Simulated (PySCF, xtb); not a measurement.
SnI2, SMILES [I][Sn][I] (connectivity only; charge and spin as stated), neutral, multiplicity 1.

Harmonic wavenumbers (cm⁻¹) from xtb with GFN2-xTB at its own minimum, in rising order: 58, 209, 218.

Task: What does B3LYP-D3(BJ)/def2-SVP (PySCF) give at its own minimum? (An estimate is asked for; the answer gives what the named calculation found.)

Result: 57, 187, 188. Paired by order, the mean absolute difference is 18 cm⁻¹ and the zero-point energies are 0.7 and 0.6 kcal/mol.
